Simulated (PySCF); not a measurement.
Bonds: Zn1-C2 1.934 Å, Zn1-N6 1.824 Å. C2 carries H3, H4, H5; N6 carries H7, H8.

Geometry: PBE0-D3(BJ)/def2-SVP; GIAO shifts from PySCF 2.14.0 with density-fitted response routines, gas phase, non-relativistic, averaged over equivalent atoms.

At PBE/pcSseg-1 (pcSseg-2 on Zn) (132 basis functions, 11 s wall time on 1 thread of an Arm Neoverse V1, shared host):
```csv
atoms,δ (ppm)
C2,-15.5
H3/H4/H5,-0.19
H7/H8,-0.36
N6,4.6
```

Chemical shifts δ = σref − σ; TMS for ¹³C (180.03 ppm), ¹H (31.20 ppm); ¹⁵N (265.06 ppm) vs NH3, all at this level.

Task: What do these become at PBE0/pcSseg-1 (pcSseg-2 on Zn)?

Result: 
```json
{"atoms": "C2", "δ at PBE0/pcSseg-1 (pcSseg-2 on Zn)": "-17.5", "change": "-2.0"}
{"atoms": "H3/H4/H5", "δ at PBE0/pcSseg-1 (pcSseg-2 on Zn)": "-0.31", "change": "-0.12"}
{"atoms": "H7/H8", "δ at PBE0/pcSseg-1 (pcSseg-2 on Zn)": "-0.54", "change": "-0.18"}
{"atoms": "N6", "δ at PBE0/pcSseg-1 (pcSseg-2 on Zn)": "-4.4", "change": "-9.0"}
```

Referencing at the same level of theory: TMS for ¹³C (σ = 184.41 ppm) and ¹H (σ = 31.27 ppm); ¹⁵N (σ = 265.67 ppm) vs NH3.

The largest change is at N6 (nitrogen bonded to Zn, 2 H). Cost: 132 basis functions, 9.3 s wall time on 1 thread of an Arm Neoverse V1, shared host.

Experimental scales use liquid or dissolved standards, which lie at an offset from isolated NH3 (liquid NH3: subtract about 20 ppm).
